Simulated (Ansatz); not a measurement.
Sn2H4⁺ (the lowest doublet isomer of a short search) was relaxed with B3LYP-D4 (def2-TZVP) in Ansatz in these states: charge +1 doublet, charge +1 quartet. The geometries follow in no particular order.

In the def2 sets Sn takes a core potential; there is no spin–orbit coupling.

A:

Cartesian coordinates in Å:
```
Sn -0.5342 -0.0249 1.5978
Sn 0.5326 0.0200 -1.5983
H 0.6923 1.1293 2.0019
H -0.7062 -1.1226 -1.9982
H 0.1979 1.7181 -1.6647
H -0.1825 -1.7198 1.6615
```

B:

```xyz
6

Sn    1.095    0.812   -0.014
Sn   -1.094   -0.812    0.014
H     2.570    0.212    0.575
H    -2.562   -0.210   -0.591
H    -0.869   -2.496    0.012
H     0.859    2.494    0.004
```

**Question.** Judge from the bond lengths which geometry belongs to which state (an estimate).

**Answer.** A is the charge +1 quartet (Sn1–Sn2 3.370 Å, Sn2–H4 1.732 Å, Sn1–H3 1.732 Å); B is the charge +1 doublet (Sn1–Sn2 2.726 Å, Sn2–H4 1.698 Å, Sn1–H3 1.698 Å).

At PBE0-D4/def2-TZVP a doublet lies 1.95 eV below the charge +1 quartet. These are the stationary points nearest to one start from a short search; other shapes may lie lower in each state.
